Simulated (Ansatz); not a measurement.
Born–Oppenheimer molecular dynamics of CH5ClSn (8 atoms, charge 0, multiplicity 1). It starts at the highest image of a converged band, a first-order saddle point between two minima.

These are results of Ansatz, RKS BHLYP-D4/def2-SVP, not measurements.

```
ensemble                      : NVE (velocity Verlet)
time step                     : 0.5 fs
steps asked                   : 200
starting velocities drawn for : 100 K
seed                          : 5496
```

First frame:

```xyz
8
Properties=species:S:1:pos:R:3
Sn 0.252 0.066 -0.538
Cl 1.313 -0.229 1.945
H 1.821 0.080 0.365
H -0.884 1.337 -0.259
C -0.957 -1.716 -0.714
H -1.323 -1.971 0.284
H -1.812 -1.523 -1.365
H -0.373 -2.550 -1.105
```

Question: How far do the bonds stretch over the last three quarters of this one trajectory? (Pairs bonded in most of those frames.)

Answer: 
| bond | mean (Å) | spread (Å) | shortest | longest |
| --- | --- | --- | --- | --- |
| Sn1–Cl2 | 2.403 | 0.176 | 2.17 | 2.70 |
| Sn1–H3 | 1.788 | 0.092 | 1.62 | 1.99 |
| Sn1–H4 | 1.723 | 0.030 | 1.67 | 1.79 |
| Sn1–C5 | 2.150 | 0.012 | 2.12 | 2.17 |
| C5–H6 | 1.098 | 0.019 | 1.06 | 1.14 |
| C5–H7 | 1.096 | 0.017 | 1.06 | 1.13 |
| C5–H8 | 1.093 | 0.008 | 1.08 | 1.11 |

Mean temperature of the second half: 1609 K. The conserved energy stayed within 0.15 meV per atom of its start (net change 0.0044 meV per atom), so the integration is sound. The kinetic energy rose, since the run started high on the potential surface and went downhill. A run of 0.1 ps of so small a system gives no equilibrium averages. The orbitals stay closed-shell, which can raise the energy where a bond breaks towards radicals; this wasn't checked here.

The run took 13 min on 1 thread of Arm Neoverse V1 (shared host), peak memory 0.17 GiB.
